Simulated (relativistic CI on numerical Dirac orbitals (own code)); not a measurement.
Calculated levels, Sr X

Computed by Dirac-Coulomb-Breit CI, separate exchange-only KLI orbitals for each configuration, a model potential for QED, unscaled Slater integrals (own radial code, finite nucleus).

Configuration list (outside the closed core [Ar]): 3d10 4s, 3d10 4p, 3d10 4d, 3d10 4f, 3d10 5s, 3d10 5p, 3d10 5d, 3d9 4s2, 3d10 6s, 3d10 5f, 3d10 5g, 3d10 6p, 3d10 6d, 3d9 4s 4p, 3d10 7s, 3d10 6f, 3d10 8s, 3d9 4s 4d, 3d9 4s 5s, 3d9 4s 4f, 3d9 4s 5p, 3d9 4s 5d. Double excitations out of closed p, d and f shells are left out; levels of such configurations are missing from the list, as are those of other unlisted configurations, and high levels can miss mixing partners.

The lowest level is 3d10 4s 2S_1/2, with 100 % of that term; Hund's rules for 3d10 4s give 2S with J = 1/2, in agreement.

| No. | Configuration | Term | J | E (cm⁻¹) | % | Next component (%) | Landé g |
| --- | --- | --- | --- | --- | --- | --- | --- |
| 1 | 3d10 4s | 2S | 1/2 | 0 | 100 |  | 2.002 |
| 2 | 3d10 4p | 2P° | 1/2 | 172981 | 100 |  | 0.665 |
| 3 | 3d10 4p | 2P° | 3/2 | 187942 | 100 |  | 1.334 |
| 4 | 3d10 4d | 2D | 3/2 | 461911 | 100 |  | 0.799 |
| 5 | 3d10 4d | 2D | 5/2 | 464108 | 100 |  | 1.200 |
| 6 | 3d10 5s | 2S | 1/2 | 662140 | 100 |  | 2.002 |
| 7 | 3d10 4f | 2F° | 7/2 | 713591 | 100 |  | 1.143 |
| 8 | 3d10 4f | 2F° | 5/2 | 713663 | 100 |  | 0.857 |
| 9 | 3d10 5p | 2P° | 1/2 | 733727 | 100 |  | 0.666 |
| 10 | 3d10 5p | 2P° | 3/2 | 739694 | 100 |  | 1.334 |
| 11 | 3d10 5d | 2D | 3/2 | 855498 | 100 |  | 0.799 |
| 12 | 3d10 5d | 2D | 5/2 | 856453 | 100 |  | 1.200 |
| 13 | 3d10 6s | 2S | 1/2 | 946532 | 100 |  | 2.002 |
| 14 | 3d9 4s2 | 2D | 5/2 | 949117 | 100 |  | 1.199 |
| 15 | 3d9 4s2 | 2D | 3/2 | 963482 | 100 |  | 0.798 |
| 16 | 3d10 5f | 2F° | 7/2 | 966721 | 100 |  | 1.143 |
| 17 | 3d10 5f | 2F° | 5/2 | 966769 | 100 |  | 0.857 |
| 18 | 3d10 5g | 2G | 7/2 | 980568 | 100 |  | 0.889 |
| 19 | 3d10 5g | 2G | 9/2 | 980587 | 100 |  | 1.111 |
| 20 | 3d10 6p | 2P° | 1/2 | 982943 | 100 |  | 0.666 |
| 21 | 3d10 6p | 2P° | 3/2 | 985983 | 100 |  | 1.334 |
| 22 | 3d10 6d | 2D | 3/2 | 1046207 | 100 |  | 0.799 |
| 23 | 3d10 6d | 2D | 5/2 | 1046722 | 100 |  | 1.200 |
| 24 | 3d9 4s 4p | 4P° | 5/2 | 1081183 | 89 | 9 4D° | 1.566 |
| 25 | 3d9 4s 4p | 4F° | 5/2 | 1090430 | 57 | 35 2F° | 1.000 |
| 26 | 3d9 4s 4p | 4F° | 7/2 | 1091190 | 74 | 14 2F° | 1.246 |
| 27 | 3d9 4s 4p | 4P° | 3/2 | 1091263 | 74 | 13 4D° | 1.556 |
| 28 | 3d10 7s | 2S | 1/2 | 1095830 | 100 |  | 2.002 |
| 29 | 3d9 4s 4p | 4F° | 3/2 | 1098167 | 89 | 8 4P° | 0.527 |
| 30 | 3d9 4s 4p | 4F° | 9/2 | 1098270 | 100 |  | 1.333 |

Energies count from the lowest computed level; ° marks odd parity.

The mean weight of the leading LS term, summed over parents, in these 30 levels is 96 %, and that of the leading jj configuration (from the same eigenvectors) 95 %.

At this charge energies of transitions that change n are usually good to better than 1 %, and those within a shell (Δn = 0) to a few per cent.

LS names give the leading component of a level, which can be under half, so a name can repeat, a term be missing and a line seem to break the LS rules.
